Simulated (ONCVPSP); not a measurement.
# Hardness and transferability of assorted potentials

Generated with ld1.x 7.5 (TM, RRKJ, ultrasoft, PAW), atompaw 4.2 or ONCVPSP 4.0.1. The cutoff is in Ry: for ld1.x and atompaw files where the sum of valence levels is converged to 10 mRy in a Bessel basis, for ONCV files where the hardest occupied wave has 1 mHa per electron of residual kinetic energy. The error is the largest all-electron minus pseudo excitation energy over each file’s own four to seven test configurations (ionisations up to +4, promotions, holes and added fractions of an electron), all of which were solved. The labels leave out finer settings (local radius, basis sizes, second energies), which also bear on the numbers. Spin-polarised tests are not counted. The rows are a selection from randomly drawn settings: files with unsolved tests, undetermined cutoffs or missed reference levels are left out.

| element | potential | cutoff (Ry) | largest error (meV) | bound ghosts |
| --- | --- | --- | --- | --- |
| Ti | ONCV, PBE, scalar-relativistic, rc 1.40/1.75/2.40 (spd), local smoothed, core correction yes, reference 3s2 3p6 3d2 4s2, qcut 9/8.9/5.3, projectors 2/3/2 | 54 | +299 | none |
| Co | ONCV, PW91, scalar-relativistic, rc 1.40/1.00/1.00 (spd), local smoothed, core correction no, reference 3s2 3p6 3d7 4s2, qcut 8.5/11.2/16.9, projectors 2/2/2 | 201 | -5.7 | none |
| Co | ONCV, LDA (Perdew-Wang 92), scalar-relativistic, rc 1.10/0.95/1.30 (spd), local smoothed, core correction no, reference 3s2 3p6 3d7.5 4s1.5, qcut 13.7/17.7/13.7, projectors 3/1/2 | 157 | -34 | none |
| Cd | ONCV, BLYP, scalar-relativistic, rc 1.65/1.50/1.80 (spd), local smoothed, core correction yes, reference 4s2 4p6 4d10 5s2, qcut 5.5/8.4/10.1, projectors 2/2/2 | 63 | -16 | none |
| Sn | ONCV, LDA (Perdew-Wang 92), scalar-relativistic, rc 1.25/1.45/1.70 (spd), local smoothed, core correction yes, reference 4s2 4p6 4d10 5s2 5p2, qcut 11.4/12.1/7.7, projectors 2/2/2 | 89 | -13 | none |
| Nd | ONCV, LDA (Perdew-Wang 92), scalar-relativistic, rc 2.34/2.12/3.54 (spd), local smoothed, core correction no, reference 5s2 5p6 5d1 6s2, qcut 6.9/7/4.8, projectors 3/1/2 | 29 | -27 | none |
| Pt | ONCV, LDA (Perdew-Zunger), fully relativistic, rc 1.80/1.70/1.70/1.80 (spdf), local smoothed, core correction yes, reference 5s2 5p6 5d9 6s1, qcut 8.7/6.6/8.8/5.9, projectors 2/2/1/2 | 44 | +11 | none |

(1) Fill in the row for Gd: ONCV, PBE, scalar-relativistic, rc 2.40/2.45/2.65 (spd), local smoothed, core correction no, reference 5s2 5p6 5d1 6s0.5, qcut 5.7/6.7/5.6, projectors 2/2/2.

(2) Fill in the row for Mn: ONCV, LDA (Perdew-Zunger), fully relativistic, rc 1.10/1.00/1.95 (spd), local smoothed, core correction no, reference 3s2 3p6 3d5 4s1.5, qcut 14.1/6.6/8.5, projectors 2/2/2.

## Answers

(1) cutoff 19 Ry, largest error +21 meV, bound ghosts: none.

(2) cutoff 106 Ry, largest error -227 meV, bound ghosts: none.
